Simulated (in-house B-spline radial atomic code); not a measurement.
**The neon ion Ne⁺: [He] 2s1 2p5 6g1 (an excited or competing configuration)**

Computed with a radial B-spline atomic code at the basis-set limit: Dirac-Hartree-Fock, average of configuration, Fermi nucleus of rms radius 3.0055 fm.

Screening seen three ways: the hydrogenic charge with the same mean radius, Z_r = [3n² - l(l+1)]/(2<r>), the one with the same energy, Z_e = n√(-2ε), and Slater's rules. Values are occupation-weighted means over j.

```tsv
shell	electrons	ε (eV)	<r> (bohr)	Z_r	Z_e	Slater
1s	2	-941.49	0.1575	9.53	8.32	9.70
2s	1	-94.811	0.8223	7.30	5.28	6.55
2p	5	-64.052	0.8149	6.14	4.34	6.55
6g	1	-1.5118	22	2.00	2.00	-
```

The least bound orbital is 6g9/2 at -1.512 eV, and it is also the most diffuse (<r> = 22 bohr).

Spin-orbit splittings of the orbital energies (j = l + 1/2 above j = l - 1/2 when positive): 2p 0.1409 eV, 6g 2.678e-06 eV.

For the 1s electron the small component carries 0.123 % of the norm, the zero-frequency Breit interaction raises the level by 0.3694 eV, self-energy by 0.1445 eV, and vacuum polarisation lowers it by 0.007737 eV.
